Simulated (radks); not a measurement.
Kr13+, 23 electrons, occupied as [Ar] 3d5. All-electron calculation, Dirac Kohn-Sham, LB94 model potential, spin-unpolarised, spherical densities, finite nucleus; open shells fill j = l - 1/2 first; Fermi nuclear charge, rms radius 4.1884 fm. Program: a radial shooting solver on a logarithmic mesh with Libxc functionals.

X-ray form factor f0, the Fourier transform of the density (f0(0) = 23):

sin(theta)/lambda (1/angstrom)  f0 (electrons)
0.05                                    22.928
0.1                                     22.715
0.15                                    22.365
0.2                                     21.890
0.25                                    21.303
0.3                                     20.618
0.4                                     19.026
0.5                                     17.261
0.6                                     15.461
0.8                                     12.177
1                                        9.672
1.25                                     7.660
1.5                                      6.496
2                                        5.150
